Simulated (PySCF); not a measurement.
SbF4, SMILES [F][Sb+]([F])([F])[F], charge +1. Geometry: r2SCAN-D4/def2-SVP. The multiplicity is an assumed one; other spin states were not compared. The isomer is the one that the SMILES or the coordinates give; other isomers of the formula were not compared. The def2 effective core potentials stand for the cores of Sb; spin–orbit coupling is left out.

Level of theory: r2SCAN-D4/def2-SVP (PySCF).

Harmonic wavenumbers (cm⁻¹): 139, 139, 184, 184, 184, 670, 743, 743, 743. Rotational constants (GHz): 2.874, 2.874, 2.874; symmetry number 12.

### Question
Work out the zero-point energy and the ideal-gas rigid-rotor harmonic-oscillator thermochemistry at 298.15 K and 1 atm.

### Answer
ZPE = ½ Σ hcν = ½ × 3728 cm⁻¹ = 22.30 kJ/mol. H − E(el) = 41.40 kJ/mol. Entropy in J/(mol K): translation 174.68, rotation 92.34, vibration 56.96, total 323.97. G − E(el) = -55.19 kJ/mol. Cp = 85.77 J/(mol K). Modes under 150 cm⁻¹ make the vibrational entropy uncertain.
